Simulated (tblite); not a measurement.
C₇H₁₇NP (charge +1).
Numbering: `[CH3:1]/[CH:2]=[CH:3]\[P+:4]([CH3:5])([CH3:6])[N:7]([CH3:8])[CH3:9]` (hydrogens: H10, H11, H12 on C1; H13 on C2; H14 on C3; H15, H16, H17 on C5; H18, H19, H20 on C6; H21, H22, H23 on C8; H24, H25, H26 on C9)

Structure used (GFN2-xTB), in Å, numbered top down from 1:
```xyz
26
C7H17NP angstrom
C      2.392   -1.336   -0.062
C      2.337   -0.193    0.871
C      1.349    0.696    0.971
P     -0.113    0.755   -0.064
C     -1.115    2.145    0.558
C      0.305    1.127   -1.788
N     -0.892   -0.714   -0.030
C     -1.109   -1.329    1.275
C     -1.994   -0.953   -0.954
H      3.261   -1.234   -0.713
H      1.489   -1.417   -0.661
H      2.535   -2.259    0.499
H      3.187   -0.089    1.534
H      1.400    1.506    1.687
H     -2.035    2.220   -0.021
H     -0.561    3.077    0.468
H     -1.364    1.978    1.606
H     -0.564    1.505   -2.324
H      1.073    1.899   -1.783
H      0.694    0.242   -2.288
H     -1.143   -2.411    1.145
H     -0.283   -1.083    1.940
H     -2.047   -1.009    1.735
H     -2.942   -0.552   -0.586
H     -2.106   -2.030   -1.077
H     -1.775   -0.519   -1.926
```

Computed with GFN2-xTB (tblite): harmonic, unscaled wavenumbers at the GFN2-xTB geometry, gas phase. Against measured fundamentals such values can be off by several per cent, at times by over 20. One conformer, not necessarily the lowest.

Harmonic wavenumbers (cm⁻¹): 46.5, 59.4, 116.5, 138.8, 152.4, 153.5, 174.3, 183.2, 199.1, 210.1, 226.7, 240.0, 253.2, 319.3, 327.5, 360.2, 405.0, 539.5, 639.3, 700.7, 744.4, 757.0, 773.8, 817.2, 842.9, 892.6, 903.2, 914.8, 980.5, 986.6, 1015.8, 1034.3, 1073.6, 1077.9, 1117.1, 1177.0, 1218.6, 1250.8, 1297.2, 1314.0, 1315.6, 1385.4, 1395.0, 1404.3, 1407.3, 1410.2, 1414.5, 1422.0, 1436.2, 1450.6, 1457.4, 1467.0, 1480.7, 1490.5, 1653.4, 2956.2, 2960.0, 2997.8, 3000.4, 3005.3, 3006.4, 3006.8, 3010.3, 3013.0, 3017.5, 3020.6, 3023.3, 3025.7, 3038.2, 3043.1, 3044.8, 3060.6.

A = 1571, B = 1154, C = 976.6 MHz; mass 146.110 u (most abundant isotopes); point group C1, symmetry number 1.

**Question.** What is the zero-point energy?

**Answer.** Half the sum of the wavenumbers: 49227 cm⁻¹ = 588.89 kJ/mol.

**Question.** Give the ideal-gas entropy at 200 K and 1 bar in the rigid-rotor, harmonic-oscillator model (classical rotation).

**Answer.** Translation 162.72, rotation 118.81, vibration 120.33: S = 401.9 J/(mol K).

**Question.** And Cp and H(200 K) − H(0)?

**Answer.** Cp = 163.18 J/(mol K), of which vibrations give 129.92 (their classical limit is 72 R = 598.6); H(200 K) − H(0) = 20.22 kJ/mol without the zero-point energy, 13.57 from vibrations.

**Question.** Which modes carry the vibrational entropy at 200 K?

**Answer.** 46.5 cm⁻¹: 17.46; 59.4 cm⁻¹: 15.45; 116.5 cm⁻¹: 10.02; 138.8 cm⁻¹: 8.66; 152.4 cm⁻¹: 7.95; 153.5 cm⁻¹: 7.90 J/(mol K); the other 66 give 52.88 together.

**Question.** How do the functions run with temperature in this model?

**Answer.** 
```tsv
T (K)	S (J/(mol K))	Cp (J/(mol K))	H − H(0) (kJ/mol)	G − H(0) (kJ/mol)	ln q(vib)
100	309.0	107.4	6.50	-24.40	2.25
300	477.6	214.5	39.07	-104.21	10.30
500	611.0	312.5	92.13	-213.35	17.80
800	781.7	413.9	202.30	-423.06	28.20
1000	879.3	460.1	289.92	-589.35	34.59
```

q(vib) and H(0) count from the zero-point level.

Hindered rotation and anharmonicity are outside this model. Other conformers, if any are populated, would add a mixing term that is left out. The structure is chiral; the term R ln 2 for an equal mix with its mirror image is left out.
